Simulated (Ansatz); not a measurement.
A structure relaxed at r2SCAN-D4/def2-TZVP in Ansatz, charge 0, singlet:

| atom | x (Å) | y (Å) | z (Å) |
| --- | --- | --- | --- |
| La1 | 0.909 | -1.015 | -1.203 |
| O2 | 0.374 | 0.910 | -0.250 |
| O3 | -0.738 | 0.067 | 0.251 |
| H4 | -0.545 | 0.038 | 1.203 |

Q: Give its formula.

A: LaO₂H.

Q: Summarise the bond lengths by kind (pairs closer than 1.2 times the sum of covalent radii, bridged metal pairs left out).

A: 2 × La–O 2.21 to 2.45 Å; 1 × O–O 1.48 Å; 1 × H–O 0.97 Å. The metal has 2 neighbours: O 2.21 Å, O 2.45 Å.

In the def2 sets La takes a core potential; there is no spin–orbit coupling. The structure holds one bond between oxygen atoms, so isomers without such links may lie far lower. The restricted singlet is unstable towards broken spin symmetry at other levels; at r2SCAN-D4/def2-TZVP this wasn't settled. Another isomer (singlet) lies 1.26 eV lower at PBE0-D4/def2-TZVP; other spin states weren't run for this one.
